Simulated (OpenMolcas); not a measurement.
Cu³⁺.

```yaml
Program: OpenMolcas
Basis: ANO-RCC-VTZP [6s5p3d2f1g]
Scalar_Hamiltonian: DKH2, point nucleus
Active_space: 8 electrons in 10 orbitals (3d 4d)
State_averaging: 2S+1 = 3 even, 10 roots; 2S+1 = 1 even, 15 roots
Spin-orbit_coupling: state interaction with AMFI integrals over the reference wave functions, term energies averaged over their components
```

Two sets of levels on these reference wave functions, in cm⁻¹ above 3d⁸ ³F₄: one from CASSCF and one from SS-CASPT2, IPEA 0.25 Eh, imaginary shift 0.1 Eh (closed shells correlated: 3s 3p).

```json
{"Level": "3d⁸ ³F₄", "Set 1": "0.0", "Set 2": "0.0"}
{"Level": "3d⁸ ³F₃", "Set 1": "1809", "Set 2": "1807"}
{"Level": "3d⁸ ³F₂", "Set 1": "3000", "Set 2": "3030"}
{"Level": "3d⁸ ¹D₂", "Set 1": "16180", "Set 2": "19340"}
{"Level": "3d⁸ ³P₂", "Set 1": "19970", "Set 2": "23040"}
{"Level": "3d⁸ ³P₁", "Set 1": "20350", "Set 2": "23400"}
{"Level": "3d⁸ ³P₀", "Set 1": "20680", "Set 2": "23750"}
{"Level": "3d⁸ ¹G₄", "Set 1": "27510", "Set 2": "29780"}
{"Level": "3d⁸ ¹S₀", "Set 1": "62390", "Set 2": "70930"}
```

Question: Which set is which?

Answer: Set 1 is SS-CASPT2. Its levels of the other terms of 3d⁸ lie at 0.84 to 0.92 of the other set's values, as expected, since terms of lower spin or lower L gain more correlation energy than the Hund ground term. Against 8 measured levels (Sugar and Musgrove, J. Phys. Chem. Ref. Data 19, 527 (1990)) the mean absolute deviation is 320 cm-1 with it and 3200 cm-1 without; single levels miss by up to 940 cm-1 with it.

Term energies are means over components that CASPT2 splits; among the terms shown or strongly mixed into the levels shown the widest spread is 630 cm-1 (3d⁸ ¹G, SS-CASPT2). Active for correlation alone: 4d; no level in the range computed is led by a configuration that fills it, so any true level of that kind is missing. Without dynamic correlation excited terms often stand tens of per cent too high (terms of higher spin than the ground term too low), and those without a measured partner can miss by more than the paired ones (holds for CASSCF). Computed and measured levels are paired by configuration, term and J; levels that our copy of the source lacks, or whose pairing is in doubt (as where it misses far off the trend of its configuration), stay unpaired and out of the deviations. Only configurations of the active space appear.
